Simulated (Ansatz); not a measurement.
Basis-set extrapolation for C2H6OSi2, SMILES `O=C=C([SiH3])[SiH3]` (PBE0-D4/def2-TZVP geometry, frozen core, Ansatz 0.2.0). Multiplicity 1, RHF reference.

|  | def2-TZVPP | def2-QZVPP |
| --- | --- | --- |
| HF | -732.034793 | -732.059574 |
| MP2 correlation | -0.784027 | -0.839713 |
| CCSD(T) correlation | -0.862739 | not run |

Energies in hartree. Use E(X) = E(∞) + A·exp(−7.88·√X) for Hartree–Fock and E(X) = E(∞) + B·X^(−2.97) for correlation, with X = 3 and 4, and add CCSD(T) minus MP2 of the smaller set to the MP2 limit.

Task: What is the CCSD(T) energy at the basis-set limit?

Result: HF limit: -732.059574 + (-0.024781) × 0.13774 = -732.06299. MP2 limit: -0.839713 + (-0.055686) × 0.74074 = -0.88096. Higher-order term: -0.862739 − (-0.784027) = -0.07871. Total: -733.02266 hartree, 3.40 eV below CCSD(T)/def2-TZVPP.
